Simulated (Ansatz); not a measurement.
`F[SiH2]B1CO[SiH2]1` + `[OH][GeH3]` → `F[SiH2][O][GeH3]` + `B1CO[SiH2]1` at 298.15 K and 1 bar (cleavage of the Si–B bond).

Program: Ansatz. Geometries: PBE0-D4/def2-TZVP. ΔE: electronic, gas phase. CCSD(T)/CBS adds triple-zeta CCSD(T) − MP2 to the extrapolated MP2 energy (def2 sets, frozen cores). For Ge outer-core shells are correlated without core-valence functions, which leaves a few kJ/mol of doubt a bond. Scalar relativity is left out up to krypton. One conformer a species, not always the lowest.

```
             species  CCSD(T)/CBS energy (Eh)  H − E (kJ/mol)  S (J/(mol·K))
`F[SiH2]B1CO[SiH2]1`               -819.60655           211.6          380.4
        `[OH][GeH3]`              -2153.69723           109.3          272.0
  `F[SiH2][O][GeH3]`              -2543.28863           147.4          358.5
       `B1CO[SiH2]1`               -430.06961           171.5          293.3
```

H − E and S are ideal-gas, rigid-rotor, harmonic terms from PBE0-D4/def2-TZVP, for one conformer and one mirror image of each species. 1 Eh = 2625.50 kJ/mol, R = 8.31446 J/(mol·K).

**Question.** By hand: ΔE, ΔH, ΔS and ΔG.

**Answer.** ΔE = (-2543.28863) + (-430.06961) − (-819.60655) − (-2153.69723) = -0.05446 Eh = -143.0 kJ/mol. Δ(H − E) = 147.4 + 171.5 − 211.6 − 109.3 = -2.0, so ΔH = -145.0 kJ/mol. ΔS = 358.5 + 293.3 − 380.4 − 272.0 = -0.6 J/(mol·K). ΔG = -145.0 − 298.15 × (-0.6)/1000 = -144.8 kJ/mol.

**Question.** By hand: the equilibrium constant, and the temperature at which ΔG would vanish if ΔH and ΔS stayed fixed.

**Answer.** log₁₀ K = −ΔG/(RT ln 10) = 25.4. ΔG = 0 at ΔH/ΔS = 241667 K, far beyond where these terms or the molecules hold.

The number of gas molecules stays the same, so ΔS is small and ΔH decides. A doubt of 5 kJ/mol in ΔE shifts log₁₀ K by 0.9 here. Other conformers and mirror images would add mixing entropy, several J/(mol·K) or more a flexible species. Modes under 60 cm⁻¹, often nearly free rotors, make the harmonic entropy too high. These are equilibria of isolated gas molecules and say nothing of rates. Largest T1 diagnostic: 0.013 (customary marks: 0.02 for closed shells, 0.045 for open ones).
